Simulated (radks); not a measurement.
These are the eigenvalues of the occupied orbitals of an atom or ion with whole-number occupations (hartree). All-electron calculation, scalar-relativistic Kohn-Sham, r2SCAN, spin-polarised, spherical densities, finite nucleus; meta-GGA in the generalised Kohn-Sham scheme; Fermi nuclear charge, rms radius of each element as measured or else 0.836 A^(1/3) + 0.57 fm. Program: a radial shooting solver on a logarithmic mesh with Libxc functionals.

1s down: -219.1881
1s up: -219.1873
2s up: -27.15681
2s down: -27.10604
2p up: -23.13701
2p down: -23.09816
3s up: -5.03069
3s down: -4.90792
3p up: -3.90693
3p down: -3.78455
3d up: -2.16797

Which element is it, and in what charge state? The configuration may be excited. Open shells, if any, are filled with parallel spins first.

Answer. Z = 24, chromium, charge +4: Cr4+ in [Ar] 3d2. The list shows which subshells hold electrons but not how many an open one holds; the 1s level, -219.19 hartree, gives Z - s = 20.9 by -(Z - s)^2/2, which with screening and relativity narrows Z to a few neighbours, and the depths of the outer levels then fix element, charge and occupations together.
